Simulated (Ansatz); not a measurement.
`[F][Na]` + HI → `[Na][I]` + H–F at 700 K and 1 bar (ligand exchange at the Na–F bond).

Gas-phase electronic energies from Ansatz, PBE0-D4/def2-TZVP geometries. CBS: MP2 limit from def2 TZ/QZ plus the TZ coupled-cluster correction, frozen cores. This one scheme is used for every species. Elements past krypton have def2 core potentials. For I, Na outer-core shells are correlated without core-valence functions, which leaves a few kJ/mol of doubt a bond.

```tsv
species	CCSD(T)/CBS energy (Eh)	H − E (kJ/mol)	S (J/(mol·K))
`[F][Na]`	-261.92403	26.8	247.7
HI	-298.03592	34.6	231.7
`[Na][I]`	-459.60569	26.3	280.4
H–F	-100.39570	45.2	198.5
```

H − E and S are ideal-gas, rigid-rotor, harmonic terms from PBE0-D4/def2-TZVP. 1 Eh = 2625.50 kJ/mol, R = 8.31446 J/(mol·K).

Question: By hand: ΔE, ΔH, ΔS and ΔG.

Answer: ΔE = (-459.60569) + (-100.39570) − (-261.92403) − (-298.03592) = -0.04144 Eh = -108.8 kJ/mol. Δ(H − E) = 26.3 + 45.2 − 26.8 − 34.6 = 10.1, so ΔH = -98.7 kJ/mol. ΔS = 280.4 + 198.5 − 247.7 − 231.7 = -0.5 J/(mol·K). ΔG = -98.7 − 700 × (-0.5)/1000 = -98.4 kJ/mol.

Question: By hand: the equilibrium constant, and the temperature at which ΔG would vanish if ΔH and ΔS stayed fixed.

Answer: log₁₀ K = −ΔG/(RT ln 10) = 7.3. ΔG = 0 at ΔH/ΔS = 197400 K, far beyond where these terms or the molecules hold.

The number of gas molecules stays the same, so ΔS is small and ΔH decides. A doubt of 5 kJ/mol in ΔE shifts log₁₀ K by 0.4 here. These are equilibria of isolated gas molecules and say nothing of rates. Largest T1 diagnostic: 0.013 (customary marks: 0.02 for closed shells, 0.045 for open ones).
